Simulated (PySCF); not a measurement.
C3H6BFO (SMILES FCB1CCO1), singlet, at the geometry of the source list, with bond 7-2 at 1.3 times its length. Base run: HF/STO-3G (PySCF).

Here is a job for PySCF.
```python
from pyscf import gto, scf

mol = gto.M(
    atom='''
F     1.92080000    0.29930000   -1.16580000
C     1.78850000   -0.08410000    0.16210000
B     0.25960000   -0.28080000    0.55410000
C    -1.06230000   -0.79550000   -0.13430000
C    -1.22920000    0.71320000   -0.19520000
O    -0.68750000    0.70340000    1.10180000
H     2.38728000    0.89077000    1.05520000
H     2.31000000   -1.04240000    0.38150000
H    -0.97250000   -1.31190000   -1.08820000
H    -1.79190000   -1.18960000    0.60180000
H    -0.51440000    1.24530000   -0.84940000
H    -2.27020000    1.07730000   -0.21750000
''',
    basis='sto-3g',
    verbose=4,
)

mf = scf.RHF(mol)
mf.kernel()
```

Variants of this job, named by their change:

| change | ΔE vs base (µEh) | SCF cycles |
|---|---|---|
| base | 0.0 | 10 |
| conv_tol = 1e-7 | 0.0 | 9 |
| level_shift = 0.1 (with mf.max_cycle = 100) | 0.0 | 11 |
| level_shift = 1.0 (with mf.max_cycle = 100) | 0.0 | 23 |
| conv_tol_grad = 1e-7 | 0.0 | 14 |
| diis = off; damp = 0.6 (with mf.diis_start_cycle = 200; with mf.max_cycle = 150) | 0.0 | 34 |
| init_guess = atom | 0.0 | 10 |
| solver = newton | 0.0 | - |
| init_guess = 1e | 0.0 | 18 |
| solver = newton; init_guess = 1e | 0.0 | - |
| init_guess = huckel | 0.0 | 14 |
| level_shift = 0.5 (with mf.max_cycle = 100) | 0.0 | 16 |
| diis_space = 12 | 0.0 | 10 |
